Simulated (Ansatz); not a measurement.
Molecule: CuI2, charge -1, multiplicity 1. 
Geometry from a B3LYP-D3(BJ)/def2-TZVP (Ansatz, a program for electronic structure) optimisation:
```
Cu
I 1 2.4757
I 1 2.4757 2 180.00
```
Charge -1, spin multiplicity 1.

Parts of the frozen-core correlation energy in def2-TZVPPD (Ansatz, hartree). Frozen orbitals: 27; correlated occupied orbitals by spin: 13 and 13; virtual: 145 and 145. Spin-orbit coupling is left out. Past Kr the def2 sets carry scalar-relativistic core potentials.

| term | value |
|---|---|
| reference (HF) | -2232.47838 |
| MP2 opposite-spin | -0.53540 |
| MP2 same-spin | -0.26332 |
| CCSD correlation | -0.75550 |
| (T) | -0.03413 |
| T1 diagnostic | 0.022 |
| largest doubles amplitude | 0.017 |
